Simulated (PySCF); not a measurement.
## Curvature of the energy in the electron number along the 4p block

Calculated with PySCF 2.14, in aug-cc-pVDZ-PP with ECP10MDF, ECP: one orbital is emptied in steps, and each cell gives the departure of E from the straight line at half an electron, in eV (from a cubic fit). The exact functional gives zero.

| species | orbital | LDA | PBE | r2SCAN | PBE0 | BHandHLYP | LC-wPBE | wB97X | UHF |
| --- | --- | --- | --- | --- | --- | --- | --- | --- | --- |
| Ge | 4p alpha | -0.92 | -0.89 | -0.83 | -0.63 | -0.41 | -0.02 | -0.09 | 0.11 |
| As | 4p alpha | -1.03 | -1.00 | -0.93 | -0.71 | -0.45 | -0.05 | -0.12 | 0.15 |
| Br | 4p beta | -1.15 | -1.11 | -1.02 | -0.77 | -0.48 | -0.08 | -0.21 | 0.22 |
| Kr | 4p beta | -1.26 | -1.21 | -1.12 | -0.85 | -0.51 | -0.13 | -0.24 | 0.26 |

Task: How does the mean departure depend on the functional?

Result: LDA -1.09 eV; PBE -1.05 eV; r2SCAN -0.97 eV; PBE0 -0.74 eV; BHandHLYP -0.46 eV; LC-wPBE -0.07 eV; wB97X -0.16 eV; UHF 0.18 eV. Semilocal functionals are convex (delocalisation error), Hartree-Fock is concave or straight, and exact exchange removes curvature roughly in proportion to its share, so among the functionals the range-separated hybrids usually come closest to zero.

No spin-orbit coupling is included.
